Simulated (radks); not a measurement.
The table gives one normalised radial function P(r) = r R(r) of Sr4+ in [Ar] 3d10 4s1 4p4 4d1 (r in bohr). All-electron calculation, scalar-relativistic Kohn-Sham, OLYP, spin-polarised, spherical densities, finite nucleus; open shells are filled with parallel spins first (spin-orbit coupling, left out, can overturn this in heavy ions); Fermi nuclear charge, rms radius 4.224 fm. Program: a radial shooting solver on a logarithmic mesh with Libxc functionals.

r,P
0.003389,0.0000
0.003883,0.0001
0.004449,0.0001
0.005097,0.0001
0.005839,0.0002
0.00669,0.0003
0.007665,0.0005
0.008711,0.0007
0.009981,0.0010
0.01143,0.0015
0.0131,0.0022
0.01501,0.0031
0.0172,0.0046
0.0197,0.0066
0.02257,0.0096
0.02586,0.0138
0.02939,0.0194
0.03367,0.0276
0.03858,0.0390
0.0442,0.0547
0.05063,0.0762
0.05801,0.1050
0.06646,0.1433
0.07614,0.1931
0.08724,0.2568
0.09915,0.3312
0.1136,0.4270
0.1301,0.5405
0.1491,0.6703
0.1708,0.8129
0.1957,0.9618
0.2242,1.1082
0.2569,1.2405
0.2943,1.3457
0.3345,1.4086
0.3832,1.4274
0.4391,1.3917
0.503,1.3020
0.5763,1.1652
0.6603,0.9935
0.7564,0.8028
0.8667,0.6118
0.9929,0.4372
1.128,0.2990
1.293,0.1853
1.481,0.1052
1.697,0.0540
1.944,0.0247
2.228,0.0099
2.552,0.0035
2.924,0.0010
3.35,0.0002
3.807,0.0001
4.362,0.0000
4.997,0.0000
5.725,0.0000
6.559,0.0000

Which n and l does it have? It may be an empty orbital.

Answer. n = 3, l = 2: the number of nodes gives n - l - 1 = 0, the rise at small r (about r^(l+1), flatter next to the nucleus through relativity) gives l, and the extent must fit the shell. The curve is that of 3d down; the table hardly tells the two spins apart. 3d down: eigenvalue -180.39 eV, 0 radial nodes, <r> = 0.493 bohr, 90 % of the charge inside 0.795 bohr.
